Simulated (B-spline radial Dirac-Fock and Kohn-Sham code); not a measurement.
**Kohn-Sham estimates against Dirac-Fock for the levels of Pt⁵⁸⁺**

System: Pt⁵⁸⁺ in the configuration [Ar] 3d2.

The density-functional columns are spherical, spin-unpolarised Dirac-Kohn-Sham results without Breit or QED terms: −ε is minus the orbital energy of the initial state and ΔSCF the difference of two total energies. The reference in the last column comes from ΔSCF Dirac-Fock with Breit, self-energy and vacuum polarisation, finite nucleus, configuration average. All numbers are from a radial finite-basis atomic code, in eV; a selection of levels is shown. For the 1s level of heavy atoms much of the gap between ΔSCF and the reference is the Breit and QED part, -419.3 eV here; for other levels the error of the functional can be larger.

```tsv
level	LDA −ε	LDA ΔSCF	Dirac-Fock
K (1s)	82417.6	83067.3	82658.8
L1 (2s)	17832.9	17989.5	18025.3
L2 (2p1/2)	17306.5	17497.9	17446.7
L3 (2p3/2)	15556.3	15724.0	15711.0
M1 (3s)	6834.9	6900.6	6925.6
M2 (3p1/2)	6628.0	6698.0	6685.6
M3 (3p3/2)	6183.9	6248.9	6245.4
M4,5 (3d)	5824.5	5899.3	5895.5
```

Values without a named source are computed, but for edge energies of neutral atoms, which are taken from tables.
